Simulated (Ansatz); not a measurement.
Program: Ansatz. Geometries: PBE0-D4/def2-TZVP. ΔE: electronic, gas phase. CCSD(T)/CBS adds triple-zeta CCSD(T) − MP2 to the extrapolated MP2 energy (def2 sets, frozen cores). Each species was taken in one conformer, which may not be the lowest.

`CC(C)=[O+][AlH3-]` → `CC(C)[O][AlH2]`  (isomerisation)

```tsv
species	CCSD(T)/CBS(def2) energy (Eh)
`CC(C)=[O+][AlH3-]`	-436.76086
`CC(C)[O][AlH2]`	-436.80104
```

(1) Work out ΔE.

(2) What do rigid-rotor, harmonic-oscillator terms from PBE0-D4/def2-TZVP frequencies (298.15 K, 1 bar) make of the CCSD(T)/CBS value? (An estimate is asked.)

Largest T1 diagnostic among the species: 0.014.

Answers

(1) ΔE = (-436.80104) − (-436.76086) = -0.04018 Eh = -105.5 kJ/mol.

(2) Ansatz gave: ΔZPE = +15.1 kJ/mol, ΔH = -91.8 kJ/mol, ΔS = -3 J/(mol·K), ΔG = -90.8 kJ/mol. Modes under 50 cm⁻¹ make the entropy rough.

From PBE to PBE0 (25 % exact exchange), in def2-TZVPP and without D4, ΔE moves by −9.2 kJ/mol. In def2-TZVPP, CCSD(T) changes the Hartree–Fock value by −15.1 kJ/mol (the triples alone add +2.6 kJ/mol) and MP2 by −26.8 kJ/mol.
